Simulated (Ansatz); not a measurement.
Born–Oppenheimer molecular dynamics of F3GeH3O (8 atoms, charge 0, multiplicity 1). It starts at the highest image of a converged band, a first-order saddle point between two minima.

The calculation used RKS PBE0-D4/def2-SVP (Ansatz).

```json
{
  "ensemble": "NVE (velocity Verlet)",
  "time step": "0.5 fs",
  "steps asked": "200",
  "starting velocities drawn for": "100 K",
  "seed": "4665"
}
```

First frame:

```xyz
8
Properties=species:S:1:pos:R:3
Ge 0.122 -0.107 0.020
O -0.014 -0.130 1.949
H -0.899 -0.104 2.334
F 1.678 0.245 -0.626
H -0.639 1.209 -0.183
F -0.869 -1.232 -0.836
F 0.982 -1.721 0.844
H 0.514 -1.160 1.766
```

**Question.** How far do the bonds stretch over the last three quarters of this one trajectory? (Pairs bonded in most of those frames.)

**Answer.** 
```json
{"bond": "Ge1–O2", "mean (Å)": "1.764", "spread (Å)": "0.027", "shortest": "1.73", "longest": "1.84"}
{"bond": "Ge1–F4", "mean (Å)": "1.721", "spread (Å)": "0.008", "shortest": "1.71", "longest": "1.73"}
{"bond": "Ge1–H5", "mean (Å)": "1.527", "spread (Å)": "0.006", "shortest": "1.52", "longest": "1.54"}
{"bond": "Ge1–F6", "mean (Å)": "1.717", "spread (Å)": "0.008", "shortest": "1.70", "longest": "1.73"}
{"bond": "O2–H3", "mean (Å)": "0.965", "spread (Å)": "0.008", "shortest": "0.95", "longest": "0.98"}
{"bond": "F7–H8", "mean (Å)": "0.935", "spread (Å)": "0.014", "shortest": "0.91", "longest": "0.97"}
```

Pairs bonded in part of these frames only: Ge1–F7 9 %.

Mean temperature of the second half: 529 K. The conserved energy stayed within 0.022 meV per atom of its start (net change 0.0036 meV per atom), so the integration is sound. The kinetic energy rose, since the run started high on the potential surface and went downhill. It ends in pieces (F2GeH2O + FH), so much of that is their flight and rotation, not heat. A run of 0.1 ps of so small a system gives no equilibrium averages. The orbitals stay closed-shell, which can raise the energy where a bond breaks towards radicals; this wasn't checked here.

Time of the run: 9.1 min on 2 threads of Arm Neoverse V1 (shared host), peak memory 0.24 GiB.
